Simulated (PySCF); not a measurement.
How the method moves the HOMO and LUMO of C2H8BN

Species: C2H8BN.
Z-matrix (Å and degrees, PBE0-D3(BJ)/def2-SVP geometry), rows numbered from 1:
```
C 
C   1  1.5291
B   2  1.5783  1  113.41
N   3  1.3932  2  122.55  1   127.12
H   1  1.1017  2  111.24  3    56.41
H   1  1.1017  2  112.22  3   176.80
H   1  1.1020  2  111.56  3   -62.90
H   2  1.1070  1  108.75  3  -118.66
H   2  1.1051  1  110.26  3   125.86
H   3  1.2162  2  120.33  1   -52.95
H   4  1.0111  3  123.30  2   179.08
H   4  1.0127  3  122.98  2    -0.26
```

The species is `C(BN)C` (C2H8BN).

Basis pcSseg-2 throughout (PySCF), one geometry. Isolated species at its PBE0-D3(BJ)/def2-SVP geometry (one conformer only).

Q: How do the orbital energies, the gap and the dipole change with the method?

A: 
| method | kind | HOMO (eV) | LUMO (eV) | gap (eV) | μ (D) | SCF cycles |
| --- | --- | --- | --- | --- | --- | --- |
| BLYP | GGA | -6.79 | -0.32 | 6.47 | 1.68 | 14 |
| OPBE | GGA | -6.79 | -0.24 | 6.55 | 1.67 | 14 |
| PBE | GGA | -6.85 | -0.43 | 6.42 | 1.69 | 14 |
| B97-D | GGA | -6.87 | -0.26 | 6.62 | 1.65 | 14 |
| LDA | LDA | -6.90 | -0.66 | 6.24 | 1.70 | 13 |
| KT2 | GGA | -6.94 | -0.46 | 6.48 | 1.63 | 14 |
| BP86 | GGA | -6.95 | -0.46 | 6.49 | 1.68 | 14 |
| KT3 | GGA | -7.00 | -0.42 | 6.58 | 1.63 | 14 |
| B97-2 | global hybrid | -7.98 | 0.51 | 8.49 | 1.60 | 12 |
| B3LYP | global hybrid | -8.04 | 0.24 | 8.28 | 1.62 | 13 |
| PBE0 | global hybrid | -8.22 | 0.50 | 8.72 | 1.62 | 12 |
| mPW1PW91 | global hybrid | -8.26 | 0.49 | 8.75 | 1.61 | 12 |
| BHandHLYP | global hybrid | -9.57 | 1.13 | 10.70 | 1.54 | 12 |
| CAM-B3LYP | range-separated hybrid | -9.68 | 1.28 | 10.96 | 1.60 | 12 |
| wB97X-D | range-separated hybrid | -10.14 | 2.26 | 12.40 | 1.61 | 13 |
| LC-wPBE | range-separated hybrid | -11.03 | 2.44 | 13.47 | 1.59 | 12 |
| HF | Hartree–Fock | -11.63 | 2.76 | 14.39 | 1.45 | 9 |

The HOMO spans 4.85 eV, from BLYP down to HF, and the gap runs from 6.24 eV (LDA) to 14.39 eV (HF). Over the methods BLYP (0 %), OPBE (0 %), PBE (0 %), B97-D (0 %), LDA (0 %), KT2 (0 %), BP86 (0 %), KT3 (0 %), B97-2 (21 %), B3LYP (20 %), PBE0 (25 %), mPW1PW91 (25 %), BHandHLYP (50 %), HF (100 %), a straight line through the gap against the share of exact exchange rises by 0.81 eV for each 10 % (correlation coefficient 0.998). The dipole ranges from 1.45 D (HF) to 1.70 D (LDA). This basis has no diffuse functions.
